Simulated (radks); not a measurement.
The numbers below are computed, except where a source is named.
Problem. Ionisation of the thulium ion Tm+, [Xe] 4f13 6s1, to [Xe] 4f13 as the strength of local exchange is varied. Code: a radial shooting solver on a logarithmic mesh with Libxc functionals. Model: Dirac Kohn-Sham, Slater X-alpha exchange (alpha = 2/3 is LDA exchange), no correlation, spin-unpolarised, spherical densities, point nucleus; open shells fill j = l - 1/2 first.

| alpha | E(Tm+) (hartree) | exchange (hartree) | IE (eV) | -e of the level emptied (eV) | <r> of it (bohr) |
|---|---|---|---|---|---|
| 0.633 | -13552.8028 | -257.1390 | 11.251 | 8.364 (6s1/2) | 3.641 |
| 0.667 | -13566.6223 | -271.2610 | 11.419 | 8.535 (6s1/2) | 3.615 |
| 0.699 | -13579.6433 | -284.5804 | 11.579 | 8.699 (6s1/2) | 3.591 |
| 0.803 | -13622.0579 | -328.0569 | 12.115 | 9.249 (6s1/2) | 3.513 |
| 0.978 | -13693.7592 | -401.8615 | 13.061 | 10.230 (6s1/2) | 3.387 |
| 0.993 | -13699.9243 | -408.2253 | 13.144 | 10.317 (6s1/2) | 3.377 |
| x | -13660.1106 | -367.1780 | 12.611 | 9.763 (6s1/2) | 3.445 |

Which alpha was used in the last row?

Solution. alpha = 0.896. NIST Atomic Spectra Database: 12.07 eV (semi-empirical). The Delta-SCF value meets it near alpha = 0.79. Spin polarisation and multiplet splitting are left out, so open shells lie too high by an amount that depends on their filling.

Beside tabulated values, note that spin-unpolarised runs miss the spin-polarisation part of the exchange energy of open shells.
